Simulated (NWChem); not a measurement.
Basis-set convergence for H4GeS

```xyz
6

Ge    -0.6675     0.2120     0.1068
S      1.4239    -0.5234    -0.2677
H     -0.9081     1.5825    -0.5803
H     -1.5762    -0.8703    -0.5222
H     -0.9520     0.3355     1.6275
H      2.0141     0.5434     0.3395
```
Charge 0, spin multiplicity 1.

All runs are NWChem calculations. All single points use one geometry, from PBE/def2-SVP, a minimum by its harmonic frequencies.

Quantity: vertical ionisation energy at the level ΔPBE (Δ: difference of total energies, the cation a doublet at the parent's geometry; it is the state that the SCF runs reached, from PBE0 orbitals for Hartree-Fock references, and need not be the lowest).

The Hamiltonian is non-relativistic. The Pople sets run with spherical d functions. The structure started from a generated list of species. No SCF solution was tested for a lower state.

The cost column gives rough processor time relative to 3-21G; each entry includes its own SCF.

```
basis        functions  vertical ionisation energy (eV)  relative cost
-----------  ---------  -------------------------------  -------------
3-21G               43                                …              1
cc-pVDZ             65                             9.42              5
pcseg-1             65                                …        under 3
def2-SVP            70                             9.44              4
6-311G**            94                             9.50        under 3
aug-cc-pVDZ         99                             9.48              8
def2-TZVP          109                             9.47              8
cc-pVTZ            133                             9.48             20
def2-TZVPP         146                             9.47             10
aug-cc-pVTZ        201                             9.49            200
```

Task: Some entries are withheld; supply them.

Result: 
- 3-21G, vertical ionisation energy (eV): 9.61
- pcseg-1, vertical ionisation energy (eV): 9.53
